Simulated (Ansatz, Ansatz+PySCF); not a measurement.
```xyz
3

N     0.0164    0.0175   -0.0081
C     1.1433   -0.0573    0.2472
S     2.7468   -0.1635    0.6112
```

Basis set: def2-SVP (spherical functions). Frozen core: 7 orbitals. Charge 0, multiplicity 2.

Computed with Ansatz (development build ahead of 0.2.0); each method stands on the lowest determinant of its kind that the runs found.

Give the atomization energy at this shape (free ground-state atoms in the same class of orbitals less the molecule, no zero-point energy) of doublet CNS by UHF-MP2, UHF.

```csv
method,atomization energy
UHF-MP2,11.53 eV
UHF,7.11 eV
```

Caution: the unrestricted determinant is spin contaminated.
